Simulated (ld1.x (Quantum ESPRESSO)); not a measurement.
**Ranking TM potentials for carbon**

All share these settings but for the change named:

- Element: C
- Generator: ld1.x (Quantum ESPRESSO) 7.5
- Type: norm-conserving Troullier–Martins (Kleinman–Bylander form)
- Functional: PBEsol
- Relativity: scalar-relativistic
- Frozen core: [He]
- Valence charge: 4
- Reference configuration: 2s2 2p1 (charge +1)
- Partial waves: 2s (bound): rc 1.10 bohr; 2p (bound): rc 1.45 bohr; 3d channel at 0.3 Ry: rc 1.25 bohr
- Local potential: all-electron potential smoothed inside 0.85 bohr (lloc = -2)
- Core correction: Bessel-smoothed model core inside 1.10 bohr

Test errors are all-electron minus pseudo excitation energies from the reference, over 2s2 2p2; 2s2 2p0; 2s1 2p0; 2s1 2p2; 2s2 2p2.3; 2s1 2p3; 2s2 2p1.5. None of these files shows a bound ghost.

The base gives 146.8 meV.

Of 9 variants that were run, those that failed, showed a ghost or another fault, or gave nearly equal values are left out.

A variant can come out equal or close to the base, since the largest error may sit in a test that the change hardly touches while other tests move.

Q: Rank these variants by their largest absolute test error, smallest first.
A. wave 2p (bound): rc 1.45 bohr becomes 2p (bound): rc 0.94 bohr
B. wave 2p (bound): rc 1.45 bohr becomes 2p (bound): rc 1.68 bohr
C. wave 2p (bound): rc 1.45 bohr becomes 2p (bound): rc 1.40 bohr
D. wave 2p (bound): rc 1.45 bohr becomes 2p (bound): rc 2.18 bohr
E. wave 2p (bound): rc 1.45 bohr becomes 2p (bound): rc 2.04 bohr

A: A (100.0 meV), C (135.7 meV), B (188.2 meV), E (319.4 meV), D (400.4 meV).
